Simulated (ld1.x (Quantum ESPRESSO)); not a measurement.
## Before and after: TM potential for Hf (Z = 72)

- Element: Hf
- Generator: ld1.x (Quantum ESPRESSO) 7.5
- Type: norm-conserving Troullier–Martins (Kleinman–Bylander form)
- Functional: PBE
- Relativity: non-relativistic
- Frozen core: [Xe] 4f14
- Valence charge: 4
- Reference configuration: 5d1 6s0 6p0 (charge +3)
- Partial waves: 6p (bound, empty): rc 3.15 bohr; 5d (bound): rc 2.80 bohr; 5f channel at 0.05 Ry: rc 2.50 bohr; 6s (bound, empty): rc 2.65 bohr
- Local potential: the s channel
- Core correction: none

Change: wave 5d (bound): rc 2.80 bohr becomes 5d (bound): rc 2.50 bohr.

Cutoffs: the cutoffs (Ry, on a coarse ladder) from which the occupation-weighted sum of valence levels, in a spherical-Bessel basis at the reference potential, stays within 10 and 1 mRy of its value at 400 Ry; they do not see the model core or the augmentation charge, which bear on the density cutoff. Errors are all-electron minus pseudo energies relative to the spin-unpolarised reference configuration.

Q: What does the change do?

A: The potential gets harder (21 Ry and 25 Ry → 21 Ry and 30 Ry); the errors of the 7 common tests hardly move; neither file shows a bound ghost. A smaller radius makes the pseudo-wave follow the all-electron one further in, where it bends more sharply, so more plane waves are needed.

| quantity | base | changed |
| --- | --- | --- |
| cutoff, loose | 21 Ry | 21 Ry |
| cutoff, tight | 25 Ry | 30 Ry |
| bound ghosts | none | none |
| error for 5d2 6s2 6p0, meV [ΔE -42.35 eV] | +1196 | +1200 |
| error for 5d2 6s1 6p0, meV [ΔE -35.29 eV] | +724 | +723 |
| error for 5d2 6s0 6p0, meV [ΔE -22.49 eV] | +234 | +225 |
| error for 5d3 6s0 6p0, meV [ΔE -35.09 eV] | +561 | +539 |
| error for 5d2.5 6s1.5 6p0, meV [ΔE -41.93 eV] | +1085 | +1082 |
| error for 5d1 6s2 6p1, meV [ΔE -39.30 eV] | +1293 | +1301 |
| error for 5d2 6s0 6p1, meV [ΔE -31.69 eV] | +559 | +554 |
| s: phases at 3.42 bohr within 0.05 rad from the reference energy up to (Ry; the scan ends near 5) | -0.0 | -0.0 |
| p: phases at 3.42 bohr within 0.05 rad from the reference energy up to (Ry; the scan ends near 5) | 0.7 | 0.7 |
| d: phases at 3.42 bohr within 0.05 rad from the reference energy up to (Ry; the scan ends near 5) | -0.9 | -0.9 |
| f: phases at 3.42 bohr within 0.05 rad from the reference energy up to (Ry; the scan ends near 5) | 1.7 | 1.7 |
